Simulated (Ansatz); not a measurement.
H$_{4}$NSSb (`[NH2][SbH][SH]`). Charge 0, multiplicity 1. Sb takes the def2 core potential.

```xyz
7

N    -0.6114   -0.9361   -0.7272
Sb    0.2974   -0.3063    0.9648
S     0.3449    2.0664    0.4736
H    -1.0685   -1.8326   -0.6336
H    -0.0615   -0.9165   -1.5743
H     1.9191   -0.3905    0.4038
H    -0.8201    2.3155    1.0929
```

Question: What are the harmonic wavenumbers in cm⁻¹ at PBE0-D4/def2-TZVP (Ansatz, finite differences of forces, unscaled)? (An estimate is asked.)

Answer: The calculation gave: 102, 213, 224, 345, 435, 559, 628, 649, 801, 879, 1557, 1927, 2715, 3555, 3665.

Question: Is this a minimum?

Answer: Yes, all 15 modes are real.

Question: Give the ideal-gas thermochemistry at 298.15 K and 1 bar (rigid rotor, harmonic oscillator; point group C1, symmetry number 1).

Answer: Zero-point energy 109.2 kJ/mol; H(298) − E = 127.1 kJ/mol; entropy 329.0 J/(mol·K), of which translation 173.0, rotation 109.6, vibration 46.3; G(298) − E = 29.0 kJ/mol.
